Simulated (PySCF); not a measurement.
**SMILES [Se]1N=C2C=CC(C#N)=CC2=N1, C$_{7}$H$_{3}$N$_{3}$Se**

Geometry:
```
atom   x (Å)   y (Å)   z (Å)
  N1   3.921  -0.405   0.561
  C2   2.799  -0.196   0.354
  C3   1.417   0.080   0.098
  C4   1.011   1.450  -0.090
  C5  -0.289   1.777  -0.337
  C6  -1.266   0.736  -0.412
  N7  -2.554   0.929  -0.645
 Se8  -3.318  -0.674  -0.634
  N9  -1.817  -1.558  -0.304
 C10  -0.854  -0.651  -0.221
 C11   0.514  -0.955   0.036
 H12   1.775   2.227  -0.029
 H13  -0.605   2.811  -0.481
 H14   0.817  -1.993   0.177
```

Theory: quadratic response CAM-B3LYP/aug-cc-pVDZ first hyperpolarisability, Taylor convention, gas phase in PySCF. Geometry: PBE0-D3(BJ)/def2-SVP.

The calculation is non-relativistic, which matters for the atoms heavier than Zn.

Q: Give the tensor of the second harmonic β(−2ω;ω,ω) at 1907 nm in the axes of these coordinates.

A: In au, Taylor convention; rows are the first index (the induced dipole):
|  | xx | yy | zz | xy | xz | yz |
| --- | --- | --- | --- | --- | --- | --- |
| x | +57.2 | +6.3 | +68.8 | +144.8 | -28.9 | +30.2 |
| y | +139.4 | +6.0 | +9.0 | +17.8 | +27.9 | +3.0 |
| z | -27.9 | +1.0 | +35.7 | +28.9 | +65.9 | +8.6 |

Norm of βᵢ = ⅓ Σⱼ (βᵢⱼⱼ + βⱼᵢⱼ + βⱼⱼᵢ): 209.8 au, hyper-Rayleigh value 107.8 au.
